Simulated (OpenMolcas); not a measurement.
## Re V: from RASSCF to RASPT2

* Program: OpenMolcas 26.06
* Basis: ANO-RCC-VTZP [8s7p5d3f2g1h]
* Scalar Hamiltonian: DKH2, point nucleus
* Active space: 9 electrons in 8 orbitals (RAS1 5p, at most 2 holes; RAS2 5d)
* State averaging: 2S+1 = 4 even, 10 roots; 2S+1 = 2 even, 40 roots
* Spin-orbit coupling: RASSI with atomic mean-field integrals over the reference wave functions, term energies averaged over their components

Methods on the same reference wave functions:
A. RASSCF
B. SS-RASPT2, IPEA 0.25 Eh, imaginary shift 0.1 Eh (closed shells correlated: 5s)
C. MS-RASPT2, IPEA 0.25 Eh, imaginary shift 0.1 Eh (closed shells correlated: 5s)

Energies in cm-1 above 5d3 4F 3/2, the measured ground level; measured values from the list in Brasseur, Gamrath and Quinet, At. Data Nucl. Data Tables 157, 101636 (2024).

```json
{"Level": "5d3 4F 3/2", "A": "0.0", "B": "0.0", "C": "0.0", "Measured": "0.0"}
{"Level": "5d3 4F 5/2", "A": "4927", "B": "5140", "C": "5120", "Measured": "4853"}
{"Level": "5d3 4F 7/2", "A": "9399", "B": "9460", "C": "9440", "Measured": "8973"}
{"Level": "5d3 4F 9/2 [65 %]", "A": "12936", "B": "12540", "C": "12530", "Measured": "11914"}
{"Level": "5d3 4P 1/2 [64 %]", "A": "16634", "B": "14970", "C": "14950", "Measured": "14325"}
{"Level": "5d3 2G 7/2", "A": "21798", "B": "20130", "C": "20110", "Measured": "19013"}
{"Level": "5d3 2H 9/2 [55 %]", "A": "22858", "B": "21110", "C": "21090", "Measured": ""}
{"Level": "5d3 4P 5/2", "A": "23017", "B": "22050", "C": "22070", "Measured": "20922"}
{"Level": "5d3 2P 1/2 [64 %]", "A": "27467", "B": "24750", "C": "24730", "Measured": "23669"}
{"Level": "5d3 2H 11/2", "A": "31149", "B": "28570", "C": "28550", "Measured": "27077"}
{"Level": "5d3 2D 5/2(1)", "A": "32301", "B": "30750", "C": "30610", "Measured": "28739"}
{"Level": "5d3 2G 9/2 [53 %]", "A": "33989", "B": "32020", "C": "32010", "Measured": ""}
{"Level": "5d3 2P 3/2 [53 %]", "A": "36818", "B": "34220", "C": "34260", "Measured": ""}
{"Level": "5d3 2F 5/2", "A": "40195", "B": "36470", "C": "36430", "Measured": "34162"}
{"Level": "5d3 2F 7/2", "A": "40491", "B": "36780", "C": "36760", "Measured": "34625"}
{"Level": "5d3 2D 5/2(2)", "A": "58718", "B": "55120", "C": "55210", "Measured": "52467"}
{"Level": "5d3 2D 3/2(2)", "A": "58785", "B": "55120", "C": "55010", "Measured": ""}
```

Deviations, from unrounded energies. A percentage is the sum of absolute deviations over the sum of measured energies, with the sign that they share, or ± where signs differ.

```json
{"Against measurement": "mean absolute deviation (cm-1)", "Levels": "12", "A": "3200", "B": "1300", "C": "1300"}
{"Against measurement": "fine structure of the ground term (%)", "Levels": "3", "A": "+5.9", "B": "+5.4", "C": "+5.3"}
{"Against measurement": "other terms of the ground configuration (%)", "Levels": "9", "A": "+14.4", "B": "+5.7", "C": "+5.7"}
```

B, C lie about equally close to measurement and A furthest from it. The largest miss of C in the table is 5d3 2D 5/2(2), by +2700 cm-1. The ranking rests on the paired levels alone, and a cruder setting can come out closer through cancelling errors.

Between B and C the level of the table that moves most is 5d3 2D 5/2(1), by 130 cm-1 (lowest in C, highest in B). Moves below CASPT2's spread within the term are not significant.

The mean deviations of B to C differ by less than CASPT2's widest spread within a term (690 cm-1), so their order carries little weight.

From A to B the spin-free energies of the other terms of 5d3 shown, above 4F, scale by factors of 0.77 to 0.91, as is usual when dynamic correlation screens the repulsion within a d or f shell.

The lowest spin-free term lies below A's lowest term by 0.212 hartree in B, 0.212 hartree in C.

CASPT2 does not keep the components of a term degenerate, so their means are used; among the terms shown or strongly mixed into the levels shown the widest spread is 690 cm-1 (5d3 4F, C). Active for correlation alone: 5p; no level in the range computed is led by a configuration that opens it, so any true level of that kind is missing. Without dynamic correlation excited terms often stand tens of per cent too high (terms of higher spin than the ground term too low), and those without a measured partner can miss by more than the paired ones (holds for A). Computed and measured levels are paired by configuration, term and J; levels that our copy of the source lacks, or whose pairing is in doubt (as where it misses far off the trend of its configuration), stay unpaired and out of the deviations. Levels of configurations outside the active space are missing. Levels that lie high or do not pair safely by name in every column are left out.

A share in square brackets marks a mixed level and gives the weight of the term that names it, the lowest over the columns. A number in round brackets counts repeated terms of one configuration in the order of the reference energies.
